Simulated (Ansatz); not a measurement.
```yaml
crystal:
  periodic: [false, false, false]
  atoms:
    - {symbol: C, position_ang: [0.628526, -0.066651, 0.155419]}
    - {symbol: C, position_ang: [0.628526, -0.066651, 0.105419]}
    - {symbol: Si, position_ang: [-0.903645, -0.642571, 0.947130]}
    - {symbol: Cl, position_ang: [-1.031598, -2.697935, 0.941341]}
    - {symbol: H, position_ang: [-0.256920, 1.588171, -0.880595]}
    - {symbol: H, position_ang: [1.563892, 1.404865, -1.102498]}
    - {symbol: H, position_ang: [1.561275, -0.591005, 0.301565]}
    - {symbol: H, position_ang: [-2.116341, -0.079115, 0.291527]}
basis:
  gaussian: {orbitals: def2-TZVP}
magnetization: {spin_polarized: true, initial_magnetization: 1}
hamiltonian: {xc: {name: B2GP-PLYP}, pseudopotentials: {relativity: none}}
accuracy: high
output: {forces: true}
```

```sh
$ ansatz run in.yaml --threads 4 --pin off --events-out ev --progress --plain --max-ram 10444MiB
```

Output, abridged:

```
Functional definition: B2GP-PLYP
2443 factors; integrals over basis functions are off by at most 4.2e-9 eV
mean field evaluation 1: about -14741.5803 eV, gradient 1.1e2 eV
mean field evaluation 2: about -14743.0022 eV, gradient 1.1e2 eV
mean field evaluation 4: about -14764.5848 eV, gradient 3.3e1 eV
mean field evaluation 8: about -14772.8813 eV, gradient 1.5e0 eV
mean field evaluation 16: about -14773.1757 eV, gradient 2.5e-1 eV
mean field evaluation 32: about -14773.1810 eV, gradient 2.9e-2 eV
mean field -14773.18101887 eV, -542.9043888215 hartree, gradient 3.8e-8 eV, S^2 0.951483; 5 other end points of the search recorded, 1 dependent functions left out
12 core orbitals not correlated, not the lowest: weight in the atoms' cores, before any rotation towards them, 0.574 or more for the frozen orbitals, at most 0.132 for the correlated occupied ones
reference -14773.18103859 eV, -542.9043895463 hartree; 12, 11 occupied and 135, 136 virtual orbitals, 2443 factors
second order -13.61233640 eV of doubles, -0.00000000 eV of singles
Total energy: -14778.08147969 eV, -543.0844774353 hartree
Atom 0 at     0.628526    -0.066651     0.155419 Å, force   -60.232083   -11.837540 195966.479406 eV/Å
Atom 1 at     0.628526    -0.066651     0.105419 Å, force    55.485052    26.452517 -195971.581293 eV/Å
Atom 2 at    -0.903645    -0.642571     0.947130 Å, force    -6.816078    -2.737359     4.650116 eV/Å
Atom 3 at    -1.031598    -2.697935     0.941341 Å, force    -0.060463     0.768662    -0.421080 eV/Å
Atom 4 at    -0.256920     1.588171    -0.880595 Å, force     1.150499    -2.253932     0.564720 eV/Å
Atom 5 at     1.563892     1.404865    -1.102498 Å, force    -1.000219    -0.489178    -0.277383 eV/Å
Atom 6 at     1.561275    -0.591005     0.301565 Å, force    11.832890    -9.060921     0.631083 eV/Å
Atom 7 at    -2.116341    -0.079115     0.291527 Å, force    -0.359598    -0.842250    -0.045568 eV/Å
Dipole moment:    -0.585438    -0.411230     0.475370 e Å
```

Q: What is wrong with this run?

A: One atom was put on top of another. The calculation finished and met its thresholds. The result belongs to that input, not to the molecule as meant.
